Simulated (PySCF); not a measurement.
Scan of O2Zr, singlet: symmetric bend, bond length relaxed. Scanned: O-Zr-O angle. Other coordinates (Zr-O bond length) were minimised at PBE0/def2-TZVP.

Computed with CCSD(T) on RHF/def2-TZVP, 2 core orbitals frozen, def2 effective core potentials past Kr (PySCF).

Scanned values (°): 180, 170, 160, 150, 140, 130, 120, 110, 100, 90, 80.

Task: At which scan points does the profile have its minima and maxima, and how high do they lie?

Result: Lower than their neighbours: 110° (0.0 kcal/mol). Higher than their neighbours: 180° (48.9 kcal/mol, end of the scan), 80° (26.0 kcal/mol, end of the scan). The whole profile spans 48.9 kcal/mol.
